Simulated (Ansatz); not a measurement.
Zn4Br8⁻. The state is a doublet with charge -1. Geometry PBE-D4/def2-SVP, basis def2-TZVP, Ansatz.

Cartesian coordinates in Å:
```
Zn 0.800 0.280 -2.765
Zn -1.445 -2.671 -0.475
Zn -1.513 1.455 0.550
Zn 2.679 1.034 1.097
Br -0.966 1.837 -1.797
Br 4.529 1.189 2.472
Br 0.541 1.586 2.034
Br -2.240 -0.940 0.980
Br -3.134 2.849 1.480
Br 0.033 -2.190 -2.286
Br 2.905 0.397 -1.191
Br -2.189 -4.826 -0.100
```

```tsv
run	HOMO (eV)	LUMO (eV)
A	-2.61	-0.10
B	-1.83	-1.02
C	-2.44	-0.50
D	-2.10	-0.64
```

B3LYP takes the VWN-RPA correlation. Single mean-field runs in def2-TZVP are fitted with def2-universal-jkfit. Another isomer (doublet) lies 0.54 eV lower at PBE0-D4/def2-TZVP; other spin states weren't run for this one.

HOMO and LUMO are taken over both spins.

Task: The runs used B3LYP, PBE, PBE0, r2SCAN. Estimate which is which.

Result: A PBE0 (25 % exact exchange); B PBE (0 % exact exchange); C B3LYP (20 % exact exchange); D r2SCAN (0 % exact exchange). Exact exchange lowers occupied and raises empty levels; among semilocal functionals meta-GGAs tend to open the gap a little, and such runs are hard to tell apart. The gap grows from 0.82 eV (PBE) to 2.51 eV (PBE0).
